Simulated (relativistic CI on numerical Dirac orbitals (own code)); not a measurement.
## Kr⁷⁺: computed level list

Method of calculation: Dirac-Coulomb-Breit CI, separate exchange-only KLI orbitals for each configuration, model QED (radiative potential, 1s self-energy scaled to tabulated hydrogen-like ionisation energies), unscaled Slater integrals (own radial code, finite nucleus).

Configuration list (outside the closed core [Ar]): 3d10 4s, 3d10 4p, 3d10 4d, 3d10 4f, 3d10 5s, 3d10 5p, 3d9 4s2, 3d10 5d, 3d10 6s, 3d10 6p, 3d10 5f, 3d10 5g, 3d10 6d, 3d9 4s 4p, 3d10 7s, 3d10 7p, 3d10 7d, 3d9 4s 4d, 3d9 4s 5s, 3d9 4s 5p, 3d9 4s 4f, 3d9 4s 5d, 3d9 4s 6s. Double excitations out of closed p, d and f shells are left out; levels of such configurations are missing from the list, as are those of other unlisted configurations, and high levels can miss mixing partners.

The lowest level is 3d10 4s 2S_1/2, with 100 % of that term; Hund's rules for 3d10 4s give 2S with J = 1/2, in agreement.

| No. | Configuration | Term | J | E (cm⁻¹) | % | Next component (%) | Landé g |
| --- | --- | --- | --- | --- | --- | --- | --- |
| 1 | 3d10 4s | 2S | 1/2 | 0 | 100 |  | 2.002 |
| 2 | 3d10 4p | 2P° | 1/2 | 142097 | 100 |  | 0.665 |
| 3 | 3d10 4p | 2P° | 3/2 | 151610 | 100 |  | 1.334 |
| 4 | 3d10 4d | 2D | 3/2 | 370015 | 100 |  | 0.799 |
| 5 | 3d10 4d | 2D | 5/2 | 371293 | 100 |  | 1.200 |
| 6 | 3d10 5s | 2S | 1/2 | 483883 | 100 |  | 2.002 |
| 7 | 3d10 5p | 2P° | 1/2 | 540321 | 100 |  | 0.666 |
| 8 | 3d10 5p | 2P° | 3/2 | 543976 | 100 |  | 1.334 |
| 9 | 3d10 4f | 2F° | 7/2 | 556319 | 100 |  | 1.143 |
| 10 | 3d10 4f | 2F° | 5/2 | 556373 | 100 |  | 0.857 |
| 11 | 3d10 5d | 2D | 3/2 | 634032 | 100 |  | 0.799 |
| 12 | 3d10 5d | 2D | 5/2 | 634549 | 100 |  | 1.200 |
| 13 | 3d9 4s2 | 2D | 5/2 | 659145 | 99 |  | 1.199 |
| 14 | 3d9 4s2 | 2D | 3/2 | 669241 | 100 |  | 0.798 |
| 15 | 3d10 6s | 2S | 1/2 | 684387 | 100 |  | 2.002 |
| 16 | 3d10 6p | 2P° | 1/2 | 712492 | 100 |  | 0.666 |
| 17 | 3d10 6p | 2P° | 3/2 | 714325 | 100 |  | 1.334 |
| 18 | 3d10 5f | 2F° | 7/2 | 717043 | 100 |  | 1.143 |
| 19 | 3d10 5f | 2F° | 5/2 | 717083 | 100 |  | 0.857 |
| 20 | 3d10 5g | 2G | 7/2 | 723760 | 100 |  | 0.889 |
| 21 | 3d10 5g | 2G | 9/2 | 723768 | 100 |  | 1.111 |
| 22 | 3d10 6d | 2D | 3/2 | 760601 | 100 |  | 0.799 |
| 23 | 3d10 6d | 2D | 5/2 | 760894 | 100 |  | 1.200 |
| 24 | 3d9 4s 4p | 4P° | 5/2 | 765233 | 93 | 6 4D° | 1.580 |
| 25 | 3d9 4s 4p | 4P° | 3/2 | 772498 | 84 | 9 4D° | 1.635 |
| 26 | 3d9 4s 4p | 4F° | 5/2 | 773361 | 65 | 29 2F° | 1.003 |
| 27 | 3d9 4s 4p | 4F° | 7/2 | 773570 | 78 | 13 2F° | 1.243 |
| 28 | 3d9 4s 4p | 4F° | 9/2 | 777456 | 100 |  | 1.333 |
| 29 | 3d9 4s 4p | 4F° | 3/2 | 778091 | 93 | 4 4P° | 0.475 |
| 30 | 3d9 4s 4p | 4P° | 1/2 | 778777 | 93 | 4 4D° | 2.498 |

Energies count from the lowest computed level; ° marks odd parity.

The mean weight of the leading LS term, summed over parents, in these 30 levels is 97 %, and that of the leading jj configuration (from the same eigenvectors) 93 %.

At this charge configurations can still be misplaced by up to about 7 % of their energy. 31 of the 69 excited levels that our extract of the measured tables holds in this range could be paired (the sources list more); they are missed by 7198 cm⁻¹ on average and 10539 at most, and levels without a partner can miss by more.

LS names give the leading component of a level, which can be under half, so a name can repeat, a term be missing and a line seem to break the LS rules.
